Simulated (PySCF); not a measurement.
ClO (SMILES [O]Cl), doublet, at a GFN2-xTB geometry, atoms displaced at random by about 0.02 Å a coordinate. Base run: B3LYP/def2-SVP in PySCF.

The PySCF input:
```python
from pyscf import gto, scf, dft
from pyscf.geomopt import geometric_solver

mol = gto.Mole()
mol.atom = '''
    Cl    0.00258431   -0.00793375   -0.53942720
    O     0.00589039    0.00520001    1.05579859
'''
mol.basis = 'def2-svp'
mol.spin = 1
mol.verbose = 3
mol.build()

def method(m):
    mf = dft.UKS(m)
    mf.xc = 'b3lyp'
    return mf

conv, mol_eq = geometric_solver.kernel(method(mol), maxsteps=100)
print('optimisation converged:', conv)
print(mol_eq.tostring(format='xyz'))
mf = method(mol_eq)
mf.kernel()
```

The base run was repeated with changes; each row names its change, and settings that it needs were set with it.

```tsv
change	ΔE vs base (µEh)	optimiser steps
base	0.0	4
convergence_set = TURBOMOLE	0.0	4
coordsys = prim	0.0	4
convergence_set = NWCHEM_LOOSE	0.0	4
trust = 0.02	0.0	4
coordsys = cart	0.0	4
convergence_set = GAU_TIGHT	0.0	5
```

Open shells are given as the SCF converged; they aren't shown to be the lowest states, and a large step between rows can be another state.
